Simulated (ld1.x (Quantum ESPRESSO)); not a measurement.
## Reading a pseudo-wave (Al)

Columns: radius, all-electron u(r) and pseudo u(r) of the 3s shell (level -7.84 eV) of aluminium in the configuration [Ne] 3s2 3p1; LDA (PZ), scalar-relativistic, RRKJ scheme, ld1.x (Quantum ESPRESSO) 7.5.

```csv
r (bohr),all-electron,pseudo
0.098,0.1254,0.0174
0.195,-0.0707,0.0346
0.292,-0.2312,0.0522
0.390,-0.2988,0.0712
0.488,-0.2866,0.0931
0.585,-0.2231,0.1193
0.682,-0.1309,0.1517
0.780,-0.0249,0.1916
0.878,0.0834,0.2388
0.975,0.1859,0.2916
1.072,0.2802,0.3483
1.170,0.3649,0.4066
1.268,0.4383,0.4628
1.365,0.4997,0.5138
1.463,0.5509,0.5585
1.560,0.5915,0.5953
1.658,0.6233,0.6247
1.755,0.6463,0.6467
1.852,0.6620,0.6620
1.950,0.6712,0.6712
2.047,0.6745,0.6745
2.145,0.6729,0.6729
2.242,0.6671,0.6671
2.340,0.6575,0.6575
2.438,0.6450,0.6450
2.535,0.6301,0.6301
```

How many radial nodes do the two functions have?

The all-electron 3s function has n − l − 1 = 2; the pseudo-wave has 0, since the states of the same l below it are removed with the core.

At about which radius was the pseudo-wave matched?

1.90 bohr. The columns agree to 0.0005 from 1.75 bohr on; several derivatives are matched, so the curves merge somewhat inside the radius.

Where does each function peak?

Outermost all-electron maximum near 2.05 bohr, pseudo maximum near 2.05 bohr (to the table’s step).

Is the pseudo-wave norm-conserving?

Yes: the RRKJ scheme keeps the norm inside the radius equal to the all-electron one, which fixes the energy derivative of the logarithmic derivative at the level.
